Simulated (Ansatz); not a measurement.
# Worked example: C4H9Cl + GaH2(OH) → C4H10O + GaH2Cl

Gas-phase species: C4H9Cl (1-chloro-2-methylpropane) `CC(C)CCl`, singlet; GaH2(OH), singlet; C4H10O (2-methyl-1-propanol) `CC(C)CO`, singlet; GaH2Cl `[Cl][GaH2]`, singlet. The partners trade Cl for OH: C–Cl and Ga–OH bonds give way to C–OH and Ga–Cl.

Shapes, held fixed at every level: PBE0-D4/def2-TZVP. Flexible molecules stand in one conformer, not always the lowest. Programs: Ansatz 0.2.0. Electronic energies: no zero-point or thermal term.

At CCSD(T)/def2-TZVPP; 1 Eh = 2625.50 kJ/mol:

```
 species   energy (Eh)
  C4H9Cl   -617.287521
GaH2(OH)  -2000.413314
  C4H10O   -233.283269
  GaH2Cl  -2384.429188
```

Q: Work out ΔE of the reaction at this level.

A: 
1. Products less reactants: (-233.283269) + (-2384.429188) − [(-617.287521) + (-2000.413314)] = -0.011622 Eh = -30.5 kJ/mol.

Other levels give -53.1 (HF/def2-TZVPP) to -23.8 kJ/mol (MP2/def2-TZVPP). No measured value is set beside it here. Relativity is left out for Ga. Outer-core shells of Ga are correlated, in sets that cover them unevenly.
